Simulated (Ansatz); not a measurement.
2,2'-bipyridine (C10H8N2), SMILES c1cccc(-c2ccccn2)n1. Heavy atoms are numbered as in [cH:1]1[cH:2][cH:3][c:4](-[c:5]2[cH:6][cH:7][cH:8][cH:9][n:10]2)[n:11][cH:12]1.

All values below come from PBE-D3(BJ)/def2-SVP (Ansatz, an electronic-structure program).

Bond lengths of the relaxed neutral molecule (Å): C1–C2 1.401, C1–C12 1.406, C2–C3 1.400, C3–C4 1.415, C4–C5 1.500, C4–N11 1.349, C5–C6 1.415, C5–N10 1.349, C6–C7 1.400, C7–C8 1.401, C8–C9 1.406, C9–N10 1.336, N11–C12 1.336.

Q: How do the bond lengths change in the relaxed lowest triplet? (The exact figures need the calculation; the answer reports its results.)

A: 
```tsv
bond	neutral (Å)	triplet (Å)
C1–C2	1.401	1.427
C1–C12	1.406	1.404
C2–C3	1.400	1.387
C3–C4	1.415	1.427
C4–C5	1.500	1.416
C4–N11	1.349	1.383
C5–C6	1.415	1.427
C5–N10	1.349	1.383
C6–C7	1.400	1.387
C7–C8	1.401	1.427
C8–C9	1.406	1.404
C9–N10	1.336	1.325
N11–C12	1.336	1.325
```
